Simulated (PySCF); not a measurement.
## Identify the compound

The spectra below were simulated for a compound C8H9B.

¹H NMR (300 MHz, computed): δ 6.89 (m, 1H), 5.98 (br, 1H), 5.34 (m, 1H), 3.36 (d, 1H), 2.23 (s, 3H), 1.90 (m, 2H).

¹³C{¹H} NMR (computed): δ 158.5 (CH), 147.3 (C), 113.2 (CH), 87.1 (CH), 82.5 (C), 77.7 (C), 34.3 (CH2), 5.4 (CH3).

Computational details: PBE0-D3(BJ)/def2-SVP geometry, shieldings: GIAO HF/pcSseg-1, in PySCF (averaged over atoms made equivalent by symmetry, fast rotation or ring inversion, non-relativistic Hamiltonian, a single conformation, gas phase).

Chemical shifts δ = σref − σ; ¹H (31.69 ppm), ¹³C (190.85 ppm) vs TMS, all at this level.

Question: Which candidate is it?
A. C#C/C=C\C#CB(C)C
B. BCC1c2ccccc21
C. C#C/C=C/C#CB(C)C
D. BC1=C[C@@H]2[C@@H]3C=C[C@H]1[C@H]23
E. C#C/C=C/CBC#CC

Answer: E. 

8 carbon signals for 8 carbons: no two carbons are equivalent. Carbon types of the structure: 3 × C, 3 × CH, 1 × CH2, 1 × CH3, leaving 1 H on heteroatoms. δC 158.5, 113.2: alkene CH; the olefinic region. δC 147.3, 82.5, 77.7: alkyne carbon. δC 87.1: terminal alkyne carbon; the triple bond shields along its axis, which puts it between sp3 and sp2 carbons. δC 5.4: propargylic methyl carbon; a saturated carbon with 1 carbon neighbour and no heteroatom attached. δH 6.89, 5.34: hydrogen on an alkene CH; a vinylic proton, deshielded by the sp2 carbon and the C=C anisotropy.

The others: BCC1c2ccccc21 would give 5 carbon signals, not 8; C#C/C=C\C#CB(C)C would give 7 carbon signals, not 8; C#C/C=C/C#CB(C)C would give 7 carbon signals, not 8; BC1=C[C@@H]2[C@@H]3C=C[C@H]1[C@H]23 would give 8 signals for carbon-bound and other non-exchanging H, not 6.

Hydrogens on boron are broadened and split by ¹¹B (spin 3/2, 80 %) and 10B (spin 3). A carbon bonded to boron is broadened by the quadrupolar boron nucleus and is often missing from a measured spectrum. Shifts are as computed. Against solution values, carbons near 30 ppm lie about -0 ppm off and those near 130 ppm about +7 ppm. Of 1211 compounds with measured shifts, 218 miss one by over three times the rms of a fit or turn the order of signals round; such compounds aren't used in these exercises. Multiplicities follow the n + 1 count of equivalent neighbours, as no J values were calculated; m marks all less simple cases, F and P coupling included.
